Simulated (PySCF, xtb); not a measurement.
H9N3Si2, SMILES [SiH2](N)N[SiH2]N. The values are those of a single conformer.

Harmonic wavenumbers (cm⁻¹) from GFN2-xTB (xtb) at its own minimum, in rising order: 23, 47, 116, 146, 153, 219, 229, 333, 459, 470, 493, 516, 594, 632, 704, 726, 749, 758, 792, 814, 822, 876, 908, 968, 1190, 1531, 1532, 2210, 2223, 2275, 2289, 3447, 3481, 3482, 3516, 3517.

Question: What does PBE-D3(BJ)/def2-SVP (PySCF 2.14.0) give at its own minimum? (Estimate from the structure and the level; the computed values follow.)

Answer: 51, 54, 164, 189, 211, 308, 309, 380, 388, 490, 560, 573, 674, 680, 761, 794, 830, 842, 864, 895, 927, 934, 946, 951, 1156, 1488, 1489, 2125, 2136, 2137, 2146, 3478, 3488, 3488, 3587, 3587. Paired by order, the mean absolute difference is 60 cm⁻¹ and the zero-point energies are 61.8 and 63.0 kcal/mol.
